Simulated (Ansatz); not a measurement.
Input file for `[OH][InH][CH2][SiH3]`:

```yaml
crystal:
  periodic: [false, false, false]
  atoms:
    - {symbol: O, position_ang: [-2.337026, 1.136443, 0.357412]}
    - {symbol: In, position_ang: [-0.843219, 0.469931, 1.497975]}
    - {symbol: C, position_ang: [0.519517, -0.827947, 0.450148]}
    - {symbol: Si, position_ang: [1.035476, -0.140568, -1.200656]}
    - {symbol: H, position_ang: [-2.279427, 0.841562, -0.554225]}
    - {symbol: H, position_ang: [-0.924393, 1.051271, 3.100063]}
    - {symbol: H, position_ang: [-0.003892, -1.778406, 0.302927]}
    - {symbol: H, position_ang: [1.385376, -1.020839, 1.087720]}
    - {symbol: H, position_ang: [1.981102, -1.032045, -1.928456]}
    - {symbol: H, position_ang: [-0.162575, 0.058948, -2.063719]}
    - {symbol: H, position_ang: [1.694360, 1.184551, -1.028687]}
basis:
  gaussian: {orbitals: def2-TZVPP}
correlation: {method: ccsd_t}
output: {orbitals: {seedname: orbitals}}
```

```sh
$ ansatz run in.yaml --threads 4 --pin off --events-out ev --progress --plain
```

The program prints (abridged):

```
Functional definition: HF
1647 factors; integrals over basis functions are off by at most 1.1e-3 eV
mean field evaluation 1: about -16185.4573 eV, gradient 5.0e1 eV
mean field evaluation 2: about -16185.5678 eV, gradient 5.0e1 eV
mean field evaluation 4: about -16190.9458 eV, gradient 4.4e0 eV
mean field evaluation 8: about -16191.0260 eV, gradient 2.9e-1 eV
mean field evaluation 16: about -16191.0269 eV, gradient 9.5e-7 eV
mean field -16191.02688861 eV, -595.0092634841 hartree, gradient 9.5e-7 eV, S^2 0.000000; 0 other end points of the search recorded, 0 dependent functions left out
11 core orbitals not correlated: weight in the atoms' cores, before any rotation towards them, 1.000 or more for the frozen orbitals, at most 0.000 for the correlated occupied ones
reference -16191.02688861 eV, -595.0092634841 hartree; 17, 17 occupied and 224, 224 virtual orbitals, 1647 factors
second order -23.07937512 eV of doubles, -0.00000000 eV of singles
cycle   1  -23.18281532 eV  change   -1.0e-1 eV  update   1.2e-1
cycle   2  -23.78619481 eV  change   -6.0e-1 eV  update   3.9e-2
cycle   3  -23.94378378 eV  change   -1.6e-1 eV  update   2.4e-2
cycle   4  -23.93852922 eV  change    5.3e-3 eV  update   6.8e-3
cycle   5  -23.93274729 eV  change    5.8e-3 eV  update   3.5e-3
cycle   6  -23.93361917 eV  change   -8.7e-4 eV  update   1.2e-3
cycle   7  -23.93353977 eV  change    7.9e-5 eV  update   5.4e-4
cycle   8  -23.93340261 eV  change    1.4e-4 eV  update   1.8e-4
cycle   9  -23.93348042 eV  change   -7.8e-5 eV  update   6.6e-5
cycle  10  -23.93350943 eV  change   -2.9e-5 eV  update   2.4e-5
perturbative correction -0.84143048 eV, -0.0309219998 hartree
Total energy: -16215.80182851 eV, -595.9197257326 hartree
```

Run time 3.1 min (4 threads of a server CPU on a shared host); peak host memory 5.8 GiB.

Correlation energy per correlated electron: -0.729 eV. T1 diagnostic: 0.0150.
